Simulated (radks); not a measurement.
The numbers below are computed, except where a source is named.
Problem. Excited configurations of Pb III: one electron is placed in a higher orbital outside [Xe] 4f14 5d10 6s1. The ground configuration is [Hg]. Code: a radial shooting solver on a logarithmic mesh with Libxc functionals. Model: scalar-relativistic Kohn-Sham, LDA (Slater exchange, Perdew-Wang correlation), spin-polarised, spherical densities, finite nucleus; open shells are filled with parallel spins first (spin-orbit coupling, left out, can overturn this in heavy ions); Fermi nuclear charge, rms radius 5.5012 fm. Excitation = E - E(ground); binding = E(ion) - E, where the ion is the core of charge +3; n* = 3/sqrt(2 binding) in atomic units, and the quantum defect is n - n*.

outer orbital  excitation (eV)  binding (eV)     n*  quantum defect  eigenvalue (eV)  <r> (bohr)
5f                      23.918         8.721  3.747           1.253           -6.720       4.790
6p                       9.757        22.882  2.313           3.687          -19.008       2.699
6f                      26.775         5.864  4.570           1.430           -4.818       8.586
7s                      18.953        13.687  2.991           4.009          -11.768       4.678
7p                      21.889        10.750  3.375           3.625           -9.209       5.654
7d                      25.325         7.315  4.092           2.908           -6.206       7.762
7f                      28.558         4.081  5.478           1.522           -3.462       13.42

Estimate the row for 6d.

Solution. excitation (eV) 19.975; binding (eV) 12.664; n* 3.109; quantum defect 2.891; eigenvalue (eV) -10.338; <r> (bohr) 4.091. The Delta-SCF ionisation energy is 32.639 eV (NIST Atomic Spectra Database: 31.937 eV, measured). Self-interaction in the functional shifts the binding energies and quantum defects, so they are the method's values and not measured ones.
